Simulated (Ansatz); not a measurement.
Cd2O2. Charge 0, multiplicity 1. Geometry relaxed at PBE-D4/def2-TZVP.

Cartesian coordinates in Å:
```
Cd -1.103 -0.684 1.281
Cd 0.819 -1.407 -0.822
O -0.294 1.209 0.248
O 0.578 0.881 -0.707
```

In the def2 sets Cd takes a core potential; there is no spin–orbit coupling. The structure holds 1 bond(s) between oxygen atoms. The restricted singlet is unstable: a solution with broken spin symmetry lies lower. The geometry of the singlet was relaxed on an unsound state (an occupied level 0.14 eV above an empty one). At PBE0-D4/def2-TZVP a triplet of charge 0 lies 0.98 eV below the restricted singlet, each at its own geometry. Another isomer (singlet) lies 0.06 eV lower at r2SCAN-D4/def2-TZVP.

Q: Estimate the harmonic wavenumbers at RKS PBE-D4/def2-TZVP (Ansatz, unscaled). Is this a minimum?

A: 94, 113, 150, 241, 387, 1048 cm⁻¹. Yes, no mode is imaginary beyond noise. Zero-point energy 12.2 kJ/mol. Hardware: 4 threads of Arm Neoverse V1 on a shared host. Wall time 23 s.
